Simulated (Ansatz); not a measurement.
BiH2(OMe) (CH₅BiO). Charge 0, multiplicity 3. Geometry r2SCAN-D4/def2-TZVP, that of the neutral singlet; atoms count from 1.

```
atom    x (Å)    y (Å)    z (Å)
 Bi1  -1.0291  -1.2130  -0.6642
  H2  -0.8382  -2.6155   0.4421
  H3  -2.6047  -0.8430   0.1208
  O4   0.0334   0.0542   0.6167
  C5   0.9183   0.9573  -0.0138
  H6   1.7122   0.4539  -0.5865
  H7   1.4001   1.5451   0.7740
  H8   0.4080   1.6610  -0.6890
```

In the def2 sets Bi takes a core potential; there is no spin–orbit coupling. At PBE0-D4/def2-TZVP a singlet of charge 0 lies 4.03 eV below the triplet at the same geometry.

Question: Estimate the Mulliken populations from the PBE0/def2-TZVP orbitals of Ansatz.

Answer: 
| atom | charge (e) | spin (α − β) |
| --- | --- | --- |
| Bi1 | 0.06 | 1.35 |
| H2 | -0.01 | -0.01 |
| H3 | 0.01 | 0.08 |
| O4 | -0.27 | 0.52 |
| C5 | -0.19 | -0.01 |
| H6 | 0.14 | 0.03 |
| H7 | 0.15 | 0.03 |
| H8 | 0.12 | 0.00 |
Mulliken values and Mayer orders depend strongly on the basis.

Question: Where does the spin sit?

Answer: Summed by element: Bi 1.35, H 0.13, O 0.52, C -0.01, of 2 unpaired in all. Largest on single atoms: Bi1 1.35, O4 0.52, H3 0.08.

Question: And the Mayer bond orders between bonded heavy atoms (over 0.3)?

Answer: Bi1–O4 0.50 (2.09 Å); O4–C5 1.03 (1.41 Å).
